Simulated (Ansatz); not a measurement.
Basis-set series for C$_{2}$H$_{5}$AlBrF (`C[CH2][Al]([F])[Br]`). Total charge 0; spin multiplicity 1. The structure was optimised at the PBE0-D4/def2-TZVP level. It is one conformer, not always the lowest.

```
functional       basis  functions  energy (Eh)  HOMO (eV)  LUMO (eV)
   PBE0-D4    def2-SVP        117  -2994.67878      -8.28      -0.60
   PBE0-D4  def2-QZVPP        480  -2995.36087      -8.33      -0.76
   ωB97M-V    def2-SVP        117  -2995.04554     -10.45       1.12
   ωB97M-V  def2-QZVPP        480  -2995.73038     -10.52       0.59
```

Problem. Give the rows for def2-TZVPP. (An estimate is asked.)

Solution. Ansatz gave: 
| functional | basis | functions | energy (Eh) | HOMO (eV) | LUMO (eV) |
| --- | --- | --- | --- | --- | --- |
| PBE0-D4 | def2-TZVPP | 253 | -2995.29014 | -8.32 | -0.70 |
| ωB97M-V | def2-TZVPP | 253 | -2995.66241 | -10.51 | 0.90 |

Positive LUMOs are unbound and depend on the basis. Scalar relativity is left out up to krypton.
